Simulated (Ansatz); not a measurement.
Compare A (`N=C[SiH2][SeH]`) with its isomer B (`C1N[SiH2][Se]1`).

Isolated molecules relaxed with PBE0-D4/def2-TZVP in Ansatz; ΔE leaves out vibrations. CBS: MP2 limit from def2 TZ/QZ plus the TZ coupled-cluster correction, frozen cores. DFT in def2-TZVPP. B3LYP here is the variant with VWN-RPA as its local correlation; programs differ in this. For Se outer-core shells are correlated without core-valence functions, which leaves a few kJ/mol of doubt a bond. Scalar relativity is left out up to krypton. Each species was taken in one conformer, which may not be the lowest.

A:

Z-matrix (Å, degrees):
```
Si
C 1 1.885
Se 1 2.280 2 109.6
H 1 1.480 2 109.0 3 -123.5
H 1 1.486 2 110.3 3 113.5
N 2 1.269 1 118.7 3 115.6
H 2 1.101 1 118.6 3 -62.5
H 3 1.469 1 92.6 2 -63.1
H 6 1.023 2 111.7 1 -178.6
```

B:

Z-matrix (Å, degrees):
```
C
Se 1 1.996
N 1 1.446 2 100.2
H 1 1.093 2 108.8 3 120.1
H 1 1.093 2 108.9 3 -119.9
Si 2 2.275 1 71.8 3 -2.6
H 3 1.005 1 119.3 2 170.9
H 6 1.490 2 116.7 1 -114.1
H 6 1.488 2 116.8 1 118.1
```

Task: Which isomer does CCSD(T)/CBS put lower? Give the gap. (An estimate is asked.)

Result: Ansatz gave: B, by 16.2 kcal/mol.

Task: Give E(B) − E(A) in kcal/mol with CCSD/def2-TZVPP, B3LYP, B2PLYP, B3LYP-D4, CCSD(T)/def2-TZVPP, PBE0-D4, MP2/def2-TZVPP. (Estimate.)

Result: The calculation gave: CCSD/def2-TZVPP -15.4, B3LYP -12.7, B2PLYP -14.7, B3LYP-D4 -13.7, CCSD(T)/def2-TZVPP -15.2, PBE0-D4 -18.4, MP2/def2-TZVPP -19.2. None reverses the order clearly.

Largest T1 diagnostic: 0.011.

From PBE to PBE0 (25 % exact exchange), in def2-TZVPP and without D4, E(B) − E(A) moves by −3.2 kcal/mol. The D4 term adds −1.0 kcal/mol with B3LYP and −0.4 kcal/mol with PBE0; it sums over pairs of atoms, weighted by their polarisabilities, and B3LYP, whose exchange is more repulsive, gets the larger term.
